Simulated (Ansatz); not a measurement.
Wavefunction ladder for CH₆O₂Si (`OC[SiH2]O`)

Z-matrix (Å, degrees):
```
C
Si 1 1.881
O 1 1.422 2 110.3
H 1 1.101 2 111.0 3 -123.9
H 1 1.094 2 110.6 3 118.3
O 2 1.658 1 107.3 3 47.6
H 2 1.492 1 111.0 3 168.9
H 2 1.482 1 110.8 3 -67.8
H 3 0.962 1 108.0 2 -44.8
H 6 0.957 2 117.7 1 92.1
```

The species carries charge 0 and has multiplicity 1. The structure was optimised at the PBE0-D4/def2-TZVP level. It is one conformer, not always the lowest. Frozen core, restricted reference, Ansatz 0.2.0. CBS rows extrapolate triple and quadruple zeta; past MP2 they add the triple-zeta difference.

| basis | HF (Eh) | MP2 corr. |
| --- | --- | --- |
| def2-SVP | -479.80234 | -0.61523 |
| def2-TZVPP | -480.14884 | -0.78312 |
| def2-QZVPP | -480.16754 | -0.84381 |

Estimate the CCSD correlation energy and the (T) correction in each basis where they were run (hartree).


```
     basis  CCSD corr.       (T)
  def2-SVP    -0.65649  -0.01487
def2-TZVPP    -0.81554  -0.02868
 CBS(def2)    -0.92120     as TZ
```
